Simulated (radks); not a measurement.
Ti VIII, configuration [Ne] 3s2 3p3.

All-electron calculation, scalar-relativistic Kohn-Sham, PBE, spin-unpolarised, spherical densities, point nucleus. Program: a radial shooting solver on a logarithmic mesh with Libxc functionals.

Energy parts (eV):
part                      energy
total                 -22771.092
kinetic                22972.226
electron-nucleus      -52086.455
Hartree                 7374.917
exchange-correlation   -1031.780

Orbitals (lengths in bohr, moments of r in powers of bohr; <r^-3> diverges for s and p1/2):
orbital  occ.  eigenvalue (eV)  <r^-3>      <r>
1s          2        -5011.751       -  0.06958
2s          2        -675.1868       -   0.3236
2p          6        -583.1989   266.9   0.2883
3s          2        -180.5270       -   0.9162
3p          3        -154.9967   41.32   0.9396

The highest occupied level is 3p at -155.00 eV. The density falls to 0.001 e/bohr^3 at r = 2.19 bohr. Summed over all electrons, <r^2> = 5.843 bohr^2, which gives a Langevin (diamagnetic) susceptibility term of -4.63 x 10^-6 cm^3/mol. For comparison, the ionisation energy in NIST's Atomic Spectra Database is 170.5 eV (semi-empirical). In exact Kohn-Sham theory the highest level is minus the ionisation energy, but local and semilocal functionals leave it too shallow, through self-interaction and a potential that decays too fast; potentials with the right tail come closer.

Beside tabulated values, note that spin-unpolarised runs miss the spin-polarisation part of the exchange energy of open shells.
